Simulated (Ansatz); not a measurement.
BeBr₂⁺ (the lowest doublet isomer of a short search) was relaxed with PBE0-D4 (def2-TZVP) in Ansatz in these states: charge +1 doublet, charge +1 quartet. The geometries follow in no particular order.

A:

| atom | x (Å) | y (Å) | z (Å) |
| --- | --- | --- | --- |
| Be1 | -0.0001 | -0.0002 | 0.0008 |
| Br2 | 0.4841 | 1.8524 | 0.5065 |
| Br3 | -0.4841 | -1.8522 | -0.5073 |

B:

```xyz
3

Be    0.877    0.323    0.255
Br    0.263   -1.821   -0.440
Br   -1.140    1.498    0.185
```

Judge from the bond lengths which geometry belongs to which state (an estimate).

A is the charge +1 doublet (Be1–Br2 1.980 Å, Be1–Br3 1.980 Å); B is the charge +1 quartet (Be1–Br2 2.335 Å, Be1–Br3 2.335 Å).

At PBE0-D4/def2-TZVP a doublet lies 4.29 eV below the charge +1 quartet. These are the stationary points nearest to one start from a short search; other shapes may lie lower in each state.
